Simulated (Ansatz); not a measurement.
`C[Si](C)(S)S` → `C[Si]C` + `SS` at 298.15 K and 1 bar (silylene formation by 1,1-elimination).

Program: Ansatz. Geometries: PBE0-D4/def2-TZVP. ΔE: electronic, gas phase. CCSD(T)/CBS is the MP2 limit (def2-TZVPP, def2-QZVPP) plus CCSD(T) − MP2 in def2-TZVPP, frozen cores. This one scheme is used for every species. Each species was taken in one conformer, which may not be the lowest.

| species | CCSD(T)/CBS energy (Eh) | H − E (kJ/mol) | S (J/(mol·K)) |
| --- | --- | --- | --- |
| `C[Si](C)(S)S` | -1165.64703 | 272.9 | 390.3 |
| `C[Si]C` | -368.74530 | 203.3 | 296.5 |
| `SS` | -796.74576 | 60.1 | 251.3 |

H − E and S are ideal-gas, rigid-rotor, harmonic terms from PBE0-D4/def2-TZVP, for one conformer and one mirror image of each species. 1 Eh = 2625.50 kJ/mol, R = 8.31446 J/(mol·K).

By hand: ΔE, ΔH, ΔS and ΔG.

ΔE = (-368.74530) + (-796.74576) − (-1165.64703) = 0.15597 Eh = 409.5 kJ/mol. Δ(H − E) = 203.3 + 60.1 − 272.9 = -9.5, so ΔH = 400.0 kJ/mol. ΔS = 296.5 + 251.3 − 390.3 = 157.5 J/(mol·K). ΔG = 400.0 − 298.15 × (157.5)/1000 = 353.0 kJ/mol.

By hand: the equilibrium constant, and the temperature at which ΔG would vanish if ΔH and ΔS stayed fixed.

log₁₀ K = −ΔG/(RT ln 10) = -61.8. ΔG = 0 at ΔH/ΔS = 2540 K, far beyond where these terms or the molecules hold.

The number of gas molecules changes by +1, which sets the sign of ΔS. A doubt of 5 kJ/mol in ΔE shifts log₁₀ K by 0.9 here. Other conformers and mirror images would add mixing entropy, several J/(mol·K) or more a flexible species. These are equilibria of isolated gas molecules and say nothing of rates. Largest T1 diagnostic: 0.012 (customary marks: 0.02 for closed shells, 0.045 for open ones).
